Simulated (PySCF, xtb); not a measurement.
ZnF, SMILES [F][Zn+], charge +1.

Harmonic wavenumbers (cm⁻¹) from xtb with GFN2-xTB at its own minimum, in rising order: 408.

Task: What does PBE-D3(BJ)/def2-TZVPD run with PySCF give at its own minimum? (An estimate is asked for; the answer gives what the named calculation found.)

Result: 675. Paired by order, the mean absolute difference is 267 cm⁻¹ and the zero-point energies are 0.6 and 1.0 kcal/mol.
